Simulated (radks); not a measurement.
Problem. Pt VIII, configuration [Xe] 4f14 5d3. Calculated with a radial shooting solver on a logarithmic mesh with Libxc functionals: scalar-relativistic Kohn-Sham, r2SCAN, spin-polarised, spherical densities, finite nucleus; open shells are filled with parallel spins first (spin-orbit coupling, left out, can overturn this in heavy ions); meta-GGA in the generalised Kohn-Sham scheme; Fermi nuclear charge, rms radius 5.427 fm. Some entries of the table are withheld. Estimate them.

orbital  occ.  eigenvalue (hartree)  <r> (bohr)  r(max) (bohr)
1s down     1             -2888.659     0.01715        0.01062
1s up       1             -2888.658     0.01715        0.01062
2s up       1             -511.7736     0.07234        0.06120
2s down     1             -511.7563     0.07234        0.06120
2p up       3             -444.0292     0.06523        0.05059
2p down     3             -444.0157     0.06523        0.05059
3s up       1             -123.6128      0.1869         0.1724
3s down     1             -123.6106      0.1869         0.1724
3p up       3             -103.7952      0.1880         0.1716
3p down     3             -103.7917      0.1880         0.1716
3d up       5             -82.25186      0.1705         0.1399
3d down     5             -82.24163      0.1705         0.1400
4s up       1             -29.86905      0.4149         0.3898
4s down     1             -29.85549      0.4150         0.3899
4p up       3             -23.33913      0.4414         0.4097
4p down     3             -23.32738      0.4415         0.4098
4d up       5             -15.36447      0.4678         0.4180
4d down     5             -15.35003      0.4676         0.4181
5s up       1              -7.66008      0.9377            (1)
5s down     1              -7.56312      0.9317            (2)
4f up       7              -6.51422      0.5129            (3)
4f down     7              -6.49175      0.5107            (4)
5p up       3              -5.88222         (5)         0.9641
5p down     3              -5.75807         (6)         0.9580
5d up       3              -3.72583       1.295          1.153
5d down     0              -3.56447       1.285          1.140

Solution. 
(1) 5s up r(max) (bohr): 0.8657
(2) 5s down r(max) (bohr): 0.8621
(3) 4f up r(max) (bohr): 0.3857
(4) 4f down r(max) (bohr): 0.3857
(5) 5p up <r> (bohr): 1.056
(6) 5p down <r> (bohr): 1.048
